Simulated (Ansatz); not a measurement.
Consider the formal exchange of groups at a C–Cl bond: `C=C(Cl)[SiH2]C` + SiH₄ → `C=C([SiH3])[SiH2]C` + HCl.

Gas-phase electronic energies from Ansatz, PBE0-D4/def2-TZVP geometries. CBS: MP2 limit from def2 TZ/QZ plus the TZ coupled-cluster correction, frozen cores. This one scheme is used for every species. DFT in def2-TZVPP. B3LYP here is the variant with VWN-RPA as its local correlation; programs differ in this. HSE06 is defined as in plane-wave codes. One conformer a species, not always the lowest.

```csv
level,ΔE (kJ/mol),difference from CCSD(T)/CBS
LDA (SPW92),-42.7,10.6
revPBE-D4,-45.3,8.0
BLYP-D4,-42.8,10.5
r2SCAN-D4,-46.1,7.2
B97M-V,-49.1,4.2
PBE0-D4,-49.8,3.5
B3LYP-D4,-47.2,6.1
r2SCANh-D4,-47.9,5.4
r2SCAN0-D4,-50.3,3.0
ωB97X-V,-47.5,5.8
ωB97M-V,-50.1,3.2
B2PLYP,-46.3,7.0
PBE-QIDH,-52.1,1.2
PBE,-40.9,12.4
revPBE,-39.6,13.7
BLYP,-36.3,17.0
r2SCAN,-44.9,8.4
PBE0,-46.4,6.9
B3LYP,-41.6,11.7
r2SCANh,-46.6,6.7
r2SCAN0,-48.8,4.5
HSE06,-46.4,6.9
BHLYP,-46.7,6.6
CAM-B3LYP,-44.3,9.0
LC-ωPBE,-49.8,3.5
RPA@PBE/def2-TZVPP,-49.9,3.4
HF/def2-SVP,-50.2,3.1
MP2/def2-SVP,-49.9,3.4
CCSD/def2-SVP,-48.3,5.0
CCSD(T)/def2-SVP,-47.5,5.8
HF/def2-TZVPP,-48.5,4.8
SCS-MP2/def2-TZVPP,-50.7,2.6
CCSD/def2-TZVPP,-54.2,-0.9
CCSD(T)/def2-TZVPP,-53.3,0.0
HF/def2-QZVPP,-49.0,4.3
MP2/def2-QZVPP,-54.1,-0.8
SCS-MP2/def2-QZVPP,-51.1,2.2
HF/CBS(def2),-49.0,4.3
MP2/CBS(def2),-54.0,-0.7
CCSD/CBS(def2),-54.2,-0.9
CCSD(T)/CBS,-53.3,0
```

Largest T1 diagnostic among the species: 0.011.

At CCSD(T), def2-SVP lies +5.8 kJ/mol from the extrapolated value and def2-TZVPP −0.0 kJ/mol. The D4 term adds −5.5 kJ/mol with B3LYP and −3.4 kJ/mol with PBE0; it sums over pairs of atoms, weighted by their polarisabilities, and B3LYP, whose exchange is more repulsive, gets the larger term.

CCSD(T)/CBS has its own doubt, a few kJ/mol and more with outer-core shells, so smaller differences from it don't rank the levels.
